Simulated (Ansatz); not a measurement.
Job for Ansatz (an electronic-structure program): R-B3LYP-D3(BJ)/def2-TZVP on propylene glycol (SMILES CC(O)CO).

Ansatz 0.2 input:
```yaml
crystal:
  periodic: [false, false, false]
  atoms:
    - {symbol: C, position_ang: [1.55883872, -0.25820216, -0.22413857]}
    - {symbol: C, position_ang: [0.26248614, 0.39220637, 0.24068705]}
    - {symbol: O, position_ang: [-0.06270058, 1.45041806, -0.63212576]}
    - {symbol: C, position_ang: [-0.89468036, -0.61683677, 0.28156402]}
    - {symbol: O, position_ang: [-2.10664464, 0.01952043, 0.62216374]}
    - {symbol: H, position_ang: [1.42213983, -0.68585848, -1.21362120]}
    - {symbol: H, position_ang: [2.33933106, 0.49481983, -0.27889662]}
    - {symbol: H, position_ang: [1.86018146, -1.03913683, 0.46839832]}
    - {symbol: H, position_ang: [0.40406560, 0.80014914, 1.26023098]}
    - {symbol: H, position_ang: [-1.02425797, 1.55443250, -0.61558128]}
    - {symbol: H, position_ang: [-1.05366477, -1.03232728, -0.71626904]}
    - {symbol: H, position_ang: [-0.66349140, -1.43372709, 0.97654750]}
    - {symbol: H, position_ang: [-2.04160308, 0.35454231, 1.52384364]}
basis:
  gaussian:
    orbitals: def2-TZVP
hamiltonian:
  xc: b3lyp
  dispersion: d3bj
relax: {f_tol: 0.003, max_steps: 120}
scf: {lower_state_search: off}
```

Program output:

```
WARN ansatz: RAYON_NUM_THREADS=6 ignored (pool sized by the plan → 6); use --threads N
Functional definition: B3LYP
these checks for a lower state are left out or cut short: stability, starts, cluster_reference, orbital_swaps, neighbouring_geometries, increment
integrals: 0.11 GiB planned
1194 factors; their error is unknown
mean field: 1.08 GiB planned
mean field evaluation 1: about -7327.1166 eV, gradient 7.7e1 eV
mean field evaluation 2: about -7316.4246 eV, gradient 1.1e2 eV
mean field evaluation 4: about -7338.5910 eV, gradient 5.5e0 eV
mean field evaluation 8: about -7338.6535 eV, gradient 6.2e-2 eV
mean field evaluation 16: about -7338.6318 eV, gradient 1.0e-4 eV
mean field -7338.63177051 eV, -269.6897432630 hartree, gradient 6.3e-6 eV, S^2 0.000000; 0 other end points of the search recorded, 0 dependent functions left out
the calculation of the forces begins
reference -7338.63204147 eV, -269.6897532207 hartree; 21, 21 occupied and 182, 182 virtual orbitals, 1194 factors
relax step   1: F+E_penalty+E_count = -7339.01820184 eV  Δ(F+E_penalty+E_count) = +0.000e0 eV  max|allowed force component| = 5.837e-1 eV/Å  Δτ_max = 0.0000 Å  (19 SCF iters, accepted)
these checks for a lower state are left out or cut short: stability, starts, cluster_reference, orbital_swaps, neighbouring_geometries, increment
integrals: 0.11 GiB planned
1194 factors; their error is unknown
mean field: 1.08 GiB planned
mean field -7338.64923727 eV, -269.6903851547 hartree, gradient 2.1e-6 eV, S^2 0.000000; 0 other end points of the search recorded, 0 dependent functions left out
the calculation of the forces begins
reference -7338.64950860 eV, -269.6903951258 hartree; 21, 21 occupied and 182, 182 virtual orbitals, 1194 factors
relax step   2: F+E_penalty+E_count = -7339.03484483 eV  Δ(F+E_penalty+E_count) = -1.664e-2 eV  max|allowed force component| = 3.389e-1 eV/Å  Δτ_max = 0.0555 Å  (21 SCF iters, accepted)
these checks for a lower state are left out or cut short: stability, starts, cluster_reference, orbital_swaps, neighbouring_geometries, increment
integrals: 0.11 GiB planned
1194 factors; their error is unknown
mean field: 1.08 GiB planned
mean field evaluation 32: about -7338.6526 eV, gradient 2.8e0 eV
mean field -7338.65484503 eV, -269.6905912359 hartree, gradient 2.0e-6 eV, S^2 0.000000; 0 other end points of the search recorded, 0 dependent functions left out
the calculation of the forces begins
reference -7338.65511597 eV, -269.6906011927 hartree; 21, 21 occupied and 182, 182 virtual orbitals, 1194 factors
relax step   3: F+E_penalty+E_count = -7339.04038514 eV  Δ(F+E_penalty+E_count) = -5.540e-3 eV  max|allowed force component| = 1.509e-1 eV/Å  Δτ_max = 0.0430 Å  (21 SCF iters, accepted)
these checks for a lower state are left out or cut short: stability, starts, cluster_reference, orbital_swaps, neighbouring_geometries, increment
integrals: 0.11 GiB planned
1194 factors; their error is unknown
mean field: 1.08 GiB planned
mean field -7338.65667342 eV, -269.6906584279 hartree, gradient 2.0e-6 eV, S^2 0.000000; 0 other end points of the search recorded, 0 dependent functions left out
the calculation of the forces begins
reference -7338.65694403 eV, -269.6906683727 hartree; 21, 21 occupied and 182, 182 virtual orbitals, 1194 factors
relax step   4: F+E_penalty+E_count = -7339.04176591 eV  Δ(F+E_penalty+E_count) = -1.381e-3 eV  max|allowed force component| = 6.663e-2 eV/Å  Δτ_max = 0.0256 Å  (21 SCF iters, accepted)
these checks for a lower state are left out or cut short: stability, starts, cluster_reference, orbital_swaps, neighbouring_geometries, increment
integrals: 0.11 GiB planned
1194 factors; their error is unknown
mean field: 1.08 GiB planned
mean field -7338.65719645 eV, -269.6906776489 hartree, gradient 2.0e-6 eV, S^2 0.000000; 0 other end points of the search recorded, 0 dependent functions left out
the calculation of the forces begins
reference -7338.65746680 eV, -269.6906875843 hartree; 21, 21 occupied and 182, 182 virtual orbitals, 1194 factors
relax step   5: F+E_penalty+E_count = -7339.04219084 eV  Δ(F+E_penalty+E_count) = -4.249e-4 eV  max|allowed force component| = 2.873e-2 eV/Å  Δτ_max = 0.0208 Å  (21 SCF iters, accepted)
these checks for a lower state are left out or cut short: stability, starts, cluster_reference, orbital_swaps, neighbouring_geometries, increment
integrals: 0.11 GiB planned
1194 factors; their error is unknown
mean field: 1.08 GiB planned
mean field -7338.65732686 eV, -269.6906824415 hartree, gradient 2.0e-6 eV, S^2 0.000000; 0 other end points of the search recorded, 0 dependent functions left out
the calculation of the forces begins
reference -7338.65759718 eV, -269.6906923754 hartree; 21, 21 occupied and 182, 182 virtual orbitals, 1194 factors
relax step   6: F+E_penalty+E_count = -7339.04223644 eV  Δ(F+E_penalty+E_count) = -4.559e-5 eV  max|allowed force component| = 1.095e-2 eV/Å  Δτ_max = 0.0059 Å  (22 SCF iters, accepted)
these checks for a lower state are left out or cut short: stability, starts, cluster_reference, orbital_swaps, neighbouring_geometries, increment
integrals: 0.11 GiB planned
1194 factors; their error is unknown
mean field: 1.08 GiB planned
mean field evaluation 64: about -7338.6574 eV, gradient 1.0e-2 eV
mean field -7338.65736404 eV, -269.6906838077 hartree, gradient 2.0e-6 eV, S^2 0.000000; 0 other end points of the search recorded, 0 dependent functions left out
the calculation of the forces begins
reference -7338.65763439 eV, -269.6906937431 hartree; 21, 21 occupied and 182, 182 virtual orbitals, 1194 factors
relax step   7: F+E_penalty+E_count = -7339.04223881 eV  Δ(F+E_penalty+E_count) = -2.373e-6 eV  max|allowed force component| = 8.861e-3 eV/Å  Δτ_max = 0.0030 Å  (22 SCF iters, accepted)
these checks for a lower state are left out or cut short: stability, starts, cluster_reference, orbital_swaps, neighbouring_geometries, increment
integrals: 0.11 GiB planned
1194 factors; their error is unknown
mean field: 1.08 GiB planned
mean field -7338.65735274 eV, -269.6906833927 hartree, gradient 2.0e-6 eV, S^2 0.000000; 0 other end points of the search recorded, 0 dependent functions left out
the calculation of the forces begins
reference -7338.65762309 eV, -269.6906933277 hartree; 21, 21 occupied and 182, 182 virtual orbitals, 1194 factors
relax step   8: F+E_penalty+E_count = -7339.04224609 eV  Δ(F+E_penalty+E_count) = -7.276e-6 eV  max|allowed force component| = 7.916e-4 eV/Å  Δτ_max = 0.0012 Å  (22 SCF iters, accepted)
Total energy: -7339.04251643 eV, -269.7048378972 hartree
Atom 0 at     1.556162    -0.258210    -0.230468 Å, force    -0.000223     0.000189     0.000072 eV/Å
Atom 1 at     0.261160     0.384091     0.225026 Å, force     0.000149     0.000035     0.000290 eV/Å
Atom 2 at    -0.059290     1.430608    -0.682113 Å, force    -0.000004     0.000242    -0.000163 eV/Å
Atom 3 at    -0.887342    -0.612852     0.288530 Å, force    -0.000143    -0.000062    -0.000482 eV/Å
Atom 4 at    -2.120123     0.038553     0.601731 Å, force     0.000052    -0.000102     0.000792 eV/Å
Atom 5 at     1.431782    -0.699803    -1.220869 Å, force     0.000007    -0.000279    -0.000090 eV/Å
Atom 6 at     2.345451     0.491029    -0.289027 Å, force     0.000068    -0.000049     0.000047 eV/Å
Atom 7 at     1.870723    -1.037366     0.466521 Å, force     0.000094     0.000032    -0.000064 eV/Å
Atom 8 at     0.403288     0.805813     1.234168 Å, force    -0.000201    -0.000075    -0.000061 eV/Å
Atom 9 at    -0.992853     1.641005    -0.545640 Å, force     0.000100     0.000024    -0.000015 eV/Å
Atom 10 at    -1.034127    -1.062960    -0.694623 Å, force     0.000152     0.000022     0.000125 eV/Å
Atom 11 at    -0.666069    -1.409414     1.007345 Å, force    -0.000128     0.000132     0.000039 eV/Å
Atom 12 at    -2.108762     0.289505     1.532223 Å, force     0.000079    -0.000111    -0.000490 eV/Å
Dipole moment:     0.034680    -0.211065     0.435708 e Å
Checks for a lower state left out: stability, starts, cluster_reference, orbital_swaps, neighbouring_geometries, increment
```

The run converged.

Cost: very roughly 60 core-seconds.
